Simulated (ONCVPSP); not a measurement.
Ta: one change to an ONCV potential, before and after

tantalum, optimised norm-conserving Vanderbilt (ONCV), made with ONCVPSP 4.0.1 (PBE, scalar-relativistic). Core [Kr] 4d10, reference 4f14 5s2 5p6 5d3 6s1 6p1. Waves: 5s+6s: rc 1.40 bohr, ncon 3, nbas 7, qcut 7.6 1/bohr, 3 projectors, debl 0.4 Ha; 5p+6p: rc 2.45 bohr, ncon 4, nbas 7, qcut 5.3 1/bohr, 2 projectors; 5d: rc 2.25 bohr, ncon 4, nbas 8, qcut 7.5 1/bohr, 2 projectors, debl 3.7 Ha; 4f: rc 0.70 bohr, ncon 5, nbas 10, qcut 26.9 1/bohr, 2 projectors, debl 3.3 Ha. Local part: polynomial inside 0.65 bohr (lpopt 5, dvloc0 0 Ha). Core correction: Teter function, fcfact 5, rcfact 1.7.

All-electron outer shells of the reference configuration (PBE, scalar-relativistic, ld1.x):

```json
{"shell": "4p", "level (eV)": "-402.46", "outermost node (bohr)": "0.24", "outermost maximum (bohr)": "0.45"}
{"shell": "4d", "level (eV)": "-223.72", "outermost node (bohr)": "0.22", "outermost maximum (bohr)": "0.46"}
{"shell": "5s", "level (eV)": "-74.53", "outermost node (bohr)": "0.54", "outermost maximum (bohr)": "0.98"}
{"shell": "5p", "level (eV)": "-40.93", "outermost node (bohr)": "0.58", "outermost maximum (bohr)": "1.13"}
{"shell": "4f", "level (eV)": "-26.23", "outermost node (bohr)": "–", "outermost maximum (bohr)": "0.44"}
{"shell": "6s", "level (eV)": "-6.41", "outermost node (bohr)": "1.32", "outermost maximum (bohr)": "2.74"}
{"shell": "5d", "level (eV)": "-4.89", "outermost node (bohr)": "0.65", "outermost maximum (bohr)": "1.56"}
{"shell": "6p", "level (eV)": "-2.10", "outermost node (bohr)": "1.59", "outermost maximum (bohr)": "3.75"}
```

Change: f: qcut 17.

Cutoffs: the cutoffs (Ha) at which the residual kinetic energy of the hardest occupied pseudo-wave falls to 1 and 0.1 mHa per electron; they do not see the model core or the augmentation charge, which bear on the density cutoff. Errors are all-electron minus pseudo energies relative to the spin-unpolarised reference configuration.

What does the change do?

The potential gets harder (296 Ha and 326 Ha → 861 Ha and 931 Ha); both files keep a bound ghost (p, s); of the 4 tests that both files solve, the error grows in 0 and shrinks in 1 by more than 15 % and 0.3 meV (median size 5.7 → 5.7 meV).

| quantity | base | changed |
| --- | --- | --- |
| cutoff, loose | 296 Ha | 861 Ha |
| cutoff, tight | 326 Ha | 931 Ha |
| loose cutoff by channel | s 23 Ha, p 10 Ha, d 14 Ha, f 296 Ha | s 23 Ha, p 10 Ha, d 14 Ha, f 861 Ha |
| bound ghosts | s, p | s, p |
| GHOST(+) flags under 300 eV | d at 169.4 eV | d at 169.4 eV |
| error for 4f14 5s2 5p6 5d3 6s2 6p0, meV [ΔE -4.18 eV] | +0.6 | +0.6 |
| error for 4f14 5s2 5p6 5d3 6s1 6p0, meV [ΔE 4.29 eV] | -2.1 | -2.1 |
| error for 4f14 5s2 5p6 5d3 6s0 6p0, meV [ΔE 19.26 eV] | -9.3 | -9.3 |
| error for 4f13 5s2 5p6 5d4 6s1 6p0, meV [ΔE 29.37 eV] | -261 | -214 |
| s: phases at 1.42 bohr within 0.05 rad from the reference energy up to (Ha; the scan ends near 5) | to the end of the scan | to the end of the scan |
| p: phases at 2.48 bohr within 0.05 rad from the reference energy up to (Ha; the scan ends near 5) | 4.1 | 4.1 |
| d: phases at 2.29 bohr within 0.05 rad from the reference energy up to (Ha; the scan ends near 5) | to the end of the scan | to the end of the scan |
| f: phases at 0.71 bohr within 0.05 rad from the reference energy up to (Ha; the scan ends near 5) | to the end of the scan | to the end of the scan |
| rms error of d²Exc/dni dnj with the model core, mHa | 2.46 | 2.47 |

 A true bound ghost makes a file unfit for plane-wave use even where its test errors are small: the radial tests pick states by their node count and pass the ghost by.
